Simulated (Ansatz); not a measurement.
`C/N=C/N[SiH3]` + `O[Si](O)(F)Cl` → `O[Si](F)(Cl)O[SiH3]` + `C/N=C\N`  (ligand exchange at the Si–N bond)

Program: Ansatz. Geometries: PBE0-D4/def2-TZVP. ΔE: electronic, gas phase. CBS: MP2 limit from def2 TZ/QZ plus the TZ coupled-cluster correction, frozen cores. This one scheme is used for every species. Double bonds are as drawn, so ΔE can hold a change between cis and trans. DFT in def2-TZVPP. B3LYP here is the variant with VWN-RPA as its local correlation; programs differ in this. One conformer a species, not always the lowest.

`C/N=C/N[SiH3]`:

Z-matrix (Å, degrees):
```
C
N 1 1.435
H 1 1.094 2 110.0
H 1 1.101 2 113.3 3 121.3
H 1 1.094 2 110.0 3 -117.4
C 2 1.264 1 118.8 3 -121.3
N 6 1.366 2 120.0 1 180.0
H 6 1.099 2 123.7 1 -0.0
Si 7 1.747 6 119.2 2 -0.0
H 7 1.004 6 117.5 2 -180.0
H 9 1.481 7 111.9 6 -62.2
H 9 1.482 7 111.9 6 62.2
H 9 1.488 7 103.7 6 -180.0
```

`O[Si](O)(F)Cl`:

Z-matrix (Å, degrees):
```
Si
O 1 1.612
F 1 1.584 2 111.4
O 1 1.620 2 108.8 3 120.5
Cl 1 2.024 2 108.3 3 -116.3
H 2 0.959 1 117.9 3 -89.5
H 4 0.958 1 119.1 2 -173.6
```

`O[Si](F)(Cl)O[SiH3]`:

```xyz
10

O     1.525    0.950   -1.776
Si    1.083   -0.169   -0.700
F     2.290   -0.521    0.261
Cl    0.609   -1.843   -1.730
O    -0.141    0.329    0.210
Si   -1.463   -0.071    1.106
H     1.645    1.853   -1.477
H    -2.200    1.183    1.387
H    -2.318   -1.010    0.342
H    -1.030   -0.701    2.377
```

`C/N=C\N`:

Cartesian coordinates in Å:
```
C -1.036 -0.342 -0.848
N -0.700 -0.765 0.490
C 0.318 -0.233 1.025
N 1.133 0.733 0.500
H -1.915 -0.886 -1.194
H -1.268 0.732 -0.898
H -0.227 -0.538 -1.569
H 0.587 -0.530 2.039
H 1.089 0.926 -0.486
H 2.018 0.903 0.941
```

Problem. Is it downhill or uphill in electronic energy at CCSD(T)/CBS, and by how much? (Best estimate.)

Solution. Computed: Downhill: ΔE = -40.2 kJ/mol.

Problem. What do these levels give: PBE-D4, B3LYP-D4, ωB97X-V, ωB97M-V, PBE, r2SCAN, PBE0, HF/def2-TZVPP, MP2/def2-TZVPP, SCS-MP2/def2-TZVPP, CCSD/def2-TZVPP, SCS-MP2/def2-QZVPP? (Estimate.)

Solution. Computed: PBE-D4 -32.4, B3LYP-D4 -42.1, ωB97X-V -40.1, ωB97M-V -38.4, PBE -32.0, r2SCAN -39.4, PBE0 -35.2, HF/def2-TZVPP -51.5, MP2/def2-TZVPP -37.9, SCS-MP2/def2-TZVPP -40.9, CCSD/def2-TZVPP -41.0, SCS-MP2/def2-QZVPP -42.1 kJ/mol.

Largest T1 diagnostic among the species: 0.013.

In def2-TZVPP, CCSD(T) changes the Hartree–Fock value by +12.5 kJ/mol (the triples alone add +2.1 kJ/mol) and MP2 by +13.6 kJ/mol. From PBE to PBE0 (25 % exact exchange), in def2-TZVPP and without D4, ΔE moves by −3.2 kJ/mol.
